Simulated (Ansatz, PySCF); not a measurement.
The pair A = C2H2 (SMILES C#C) (first 4 atoms), B = H2S (SMILES S); geometry from B3LYP-D3(BJ)/def2-TZVP.
(charge 0, multiplicity 1):
```xyz
7

C     -0.51234     0.75208     0.16927
C     -0.53788    -0.43811     0.04183
H     -0.48874     1.80894     0.28204
H     -0.55902    -1.49514    -0.06996
S      0.98364    -0.35009     3.69883
H     -0.27012    -0.36552     4.17865
H      0.56148    -0.15258     2.43781
```

Frozen-core correlation. CBS: X⁻³ extrapolation of the correlation energy, Hartree–Fock from the larger set.

Programs: Ansatz (a program for electronic structure) with Gaussian orbitals; PySCF for the dispersion terms. 

The monomers are drawn apart, rigid, along the line of their centres of mass. Counterpoise-corrected interaction energies (kcal/mol):

```csv
level,R = 4.950 Å,R = 6.011 Å
PBE/def2-TZVPPD,-0.6584,-0.2272
PBE-D3(BJ)/def2-TZVPPD,-0.9337,-0.3124
wB97M-V/def2-TZVPPD,-0.7603,-0.2844
"CCSD(T)/CBS(aug-cc-pV(D+d)Z, aug-cc-pV(T+d)Z)",-0.7734,-0.2790
```

Task: R is the distance of the centres of mass. Find the local exponent m of E ∝ R⁻ᵐ between the two points.

Result: 
m = ln(E₁/E₂)/ln(R₂/R₁): PBE/def2-TZVPPD 5.5; PBE-D3(BJ)/def2-TZVPPD 5.6; wB97M-V/def2-TZVPPD 5.1; CCSD(T)/CBS(aug-cc-pV(D+d)Z, aug-cc-pV(T+d)Z) 5.3. For scale, two fixed dipoles give m = 3, dipole and quadrupole 4, quadrupoles 5, and dispersion or dipole-induced dipole 6 at long range; at these distances several terms mix, and what is left of overlap and damping shifts m, so it need not match one of them.
